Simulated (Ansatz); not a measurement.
**Two structures, one formula**

The two ends of one reaction step of SiN$_{2}$H$_{6}$S, singlet (PBE0-D4/def2-TZVP).

A:

Si1  (-0.084, -0.294, -0.008)
S2  (1.781, -0.851, -0.923)
H3  (-0.746, -1.567, 0.386)
N4  (-0.081, 0.636, 1.424)
N5  (-0.789, 0.686, -1.211)
H6  (1.879, -2.003, -0.240)
H7  (0.385, 1.529, 1.450)
H8  (-0.031, 0.170, 2.315)
H9  (-0.711, 0.455, -2.187)
H10  (-1.603, 1.239, -1.005)
(Å)

B:

Si1  (-0.581, 0.081, -0.668)
S2  (1.807, -2.652, 0.623)
H3  (0.920, -2.213, -0.296)
N4  (-0.002, 0.487, 0.888)
N5  (-1.570, 1.434, -1.024)
H6  (2.823, -2.021, 0.016)
H7  (-0.209, 1.308, 1.438)
H8  (0.617, -0.152, 1.363)
H9  (-2.063, 1.488, -1.899)
H10  (-1.743, 2.239, -0.441)
(Å)

Program: Ansatz 0.2.0. Basis: def2-TZVPP. Cores are frozen in the correlated methods. B3LYP uses VWN-RPA correlation.

(1) Which structure is lower at CCSD(T), and by how much? (To be estimated.)

No T1 diagnostic of these runs exceeds 0.012.

## Answers

(1) Computed: A, by 41.92 kcal/mol (electronic energy, against the other). By their contacts, A is SiN₂H₆S ([NH2][SiH]([NH2])[SH]) and B is a complex of SiN₂H₄ ([NH2][Si][NH2]) + H₂S.

All methods give the same order:

```
      method  E(B) − E(A) (kcal/mol)
       SPW92                   42.67
      PBE-D4                   39.83
     BLYP-D4                   36.36
   r2SCAN-D4                   45.28
      B97M-V                   42.82
     PBE0-D4                   43.95
    B3LYP-D4                   40.09
  r2SCAN0-D4                   47.09
    BHLYP-D4                   44.34
CAM-B3LYP-D4                   41.90
     wB97X-V                   44.55
     wB97M-V                   41.33
      B2PLYP                   41.52
    PBE-QIDH                   47.00
  RPA on PBE                   38.93
          HF                   44.65
         MP2                   45.57
        CCSD                   42.20
     CCSD(T)                   41.92
```

Labels in which every atom is bracketed show which atoms are joined, not bond orders.

For scale, one of the runs: CCSD(T)/def2-TZVPP, 230 basis functions, launched by `ansatz run in.yaml --threads 4 --pin off --events-out ev --progress --plain --max-ram 9574MiB`. The run took 110 s on 4 CPU threads of an Arm Neoverse N1 (shared host), with 3.8 GiB of host memory at its peak.
